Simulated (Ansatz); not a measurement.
One change: `C1OC[SiH2]1` becomes `SC1OC[SiH2]1`.

Ansatz, PBE0-D4/def2-TZVP geometries, multiplicity 1. Each molecule was computed in one conformer, which needn't be the lowest.

| property | `C1OC[SiH2]1` |
| --- | --- |
| HOMO–LUMO gap (PBE0/def2-TZVPP) / eV | 7.21 |
| LUMO energy (ωB97M-V/def2-TZVPP) / eV | 1.52 |
| HOMO energy (PBE0/def2-TZVPP) / eV | -7.28 |
| ideal-gas entropy at 298 K and 1 bar (rigid rotor, harmonic PBE0-D4/def2-TZVP) / J/(mol·K) | 300 |
| size of the dipole moment (PBE/def2-TZVPP) / D | 1.23 |
| HOMO–LUMO gap (PBE/def2-TZVPP) / eV | 4.82 |

**Question.** Give the same properties after the change, and the shifts. (Estimate.)

**Answer.** Ansatz gave: 
```csv
property,`SC1OC[SiH2]1`,shift
HOMO–LUMO gap (PBE0/def2-TZVPP) / eV,6.77,-0.44
LUMO energy (ωB97M-V/def2-TZVPP) / eV,1.31,-0.21
HOMO energy (PBE0/def2-TZVPP) / eV,-7.11,0.17
"ideal-gas entropy at 298 K and 1 bar (rigid rotor, harmonic PBE0-D4/def2-TZVP) / J/(mol·K)",333,33
size of the dipole moment (PBE/def2-TZVPP) / D,1.29,0.06
HOMO–LUMO gap (PBE/def2-TZVPP) / eV,4.64,-0.18
```

With PBE0 the HOMO rises by 0.17 eV and the LUMO falls by 0.26 eV, so the gap narrows by about 0.43 eV. PBE moves the HOMO by -0.11 eV and ωB97M-V by 0.29 eV. The zero-point energy changes by -0.4 kJ/mol with +3 modes. Dipoles are sizes alone; their direction can turn. Modes under 60 cm⁻¹, often nearly free rotors, make the harmonic entropy too high.
